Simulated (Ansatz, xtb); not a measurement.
## Isomers of C6H7ClO in order of energy

5 gas-phase structures of C6H7ClO, from a drawn sample of its isomers (lower ones may exist). Each was relaxed with GFN2-xTB; where two conformers were screened, the lower at r2SCAN-D4/def2-SVP is listed:

A. `C/C(O)=C1\CC=C1Cl`, a singlet
B. `C=C(O)[C@@H]1CC=C1Cl`, a singlet
C. `C/C(O)=C1/CC=C1Cl`, a singlet
D. `CC(=O)C1=C(Cl)CC1`, a singlet
E. `CC(=O)[C@@H]1CC=C1Cl`, a singlet

Question: Estimate their order in r2SCAN-D4/def2-SVP energy at these geometries, lowest first.

Answer: Calculated order at r2SCAN-D4/def2-SVP: D (0.0), E (6.1), C (16.3), A (18.1), B (21.8) kcal/mol.

Energies above the lowest of each column, in kcal/mol; the last columns are at B3LYP-D3(BJ)/def2-SVP geometries:

```
structure  GFN2-xTB  HF/STO-3G  r2SCAN-D4/def2-SVP  B3LYP-D3(BJ)/def2-SVP  CCSD(T)/def2-SVP + ΔMP2/def2-TZVPP
        D       0.0        0.0                 0.0                    0.0                                 0.0
        E       4.9        4.3                 6.1                    5.3                                 4.6
        C      10.7       21.2                16.3                   16.8                                15.0
        A      11.9       22.5                18.1                   18.9                                16.3
        B      16.5       27.5                21.8                   20.4                                17.2
```

Every level run on D puts it lowest or level with the lowest. Some further structures that were screened fall inside this span and aren't listed. Flexible structures stand in one conformer each, not always the lowest. The ΔMP2 step shifts differences by up to 4.5 kcal/mol, which makes them less sure. ΔMP2 is the change of the MP2 energy from the smaller to the larger basis.

Over these structures GFN2-xTB departs from r2SCAN-D4/def2-SVP by 2.4 kcal/mol on average once a common shift is removed. A GFN2-xTB relaxation took about 0.14 s and the r2SCAN-D4/def2-SVP energy about 3.3 s on a shared host (Ansatz 0.2.0, xtb 6.7.1).
